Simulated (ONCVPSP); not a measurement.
## What one change does to a pseudopotential (Li (Z = 3), ONCV)

ONCVPSP 4.0.1 input, shortened (lines: element, Z, core and valence counts, functional; n l f; lmax; l rc ep ncon nbas qcut; lloc lpopt rc5 dvloc0; l nproj debl; icmod fcfact rcfact), LDA (Perdew-Wang 92), scalar-relativistic:

```
  Li 3.00    1    1  -001012      upf
    1    0    2.00
    2    0    0.50
    2
    0    2.05    0.00    4    7    3.80
    1    1.80    0.05    3    8    4.60
    2    2.15    0.46    4    7    4.60
    4    4    1.65    0.00
    0    2    1.00
    1    2    2.60
    2    2    3.50
    3    1.75    1.05
```

All-electron outer shells of the reference configuration (LDA (PZ), scalar-relativistic, ld1.x):

```tsv
shell	level (eV)	outermost node (bohr)	outermost maximum (bohr)
1s	-54.98	–	0.36
2s	-5.32	0.83	2.90
```

Change: reference 2s1.

Cutoffs: the cutoffs (Ha) at which the residual kinetic energy of the hardest occupied pseudo-wave falls to 1 and 0.1 mHa per electron; they do not see the model core or the augmentation charge, which bear on the density cutoff. Errors are all-electron minus pseudo energies relative to the spin-unpolarised reference configuration.

Question: What does the change do?

Answer: The potential gets softer (2.6 Ha and 3.9 Ha → 2.3 Ha and 3.7 Ha); neither file shows a bound ghost.

```tsv
quantity	base	changed
cutoff, loose	2.6 Ha	2.3 Ha
cutoff, tight	3.9 Ha	3.7 Ha
bound ghosts	none	none
GHOST(+) flags under 300 eV	none	none
tests with a reliable result	1 of 2	1 of 2
s: phases at 2.08 bohr within 0.05 rad from the reference energy up to (Ha; the scan ends near 5)	2.0	2.0
p: phases at 1.82 bohr within 0.05 rad from the reference energy up to (Ha; the scan ends near 5)	to the end of the scan	to the end of the scan
d: phases at 2.18 bohr within 0.05 rad from the reference energy up to (Ha; the scan ends near 5)	to the end of the scan	to the end of the scan
rms error of d²Exc/dni dnj with the model core, mHa	7.41	2.75
```

Base: The cutoffs count occupied waves only; projector 2 of the s channel, the hardest unoccupied one, needs 33 Ha at the loose tolerance. Changed file: The cutoffs count occupied waves only; projector 2 of the s channel, the hardest unoccupied one, needs 33 Ha at the loose tolerance.
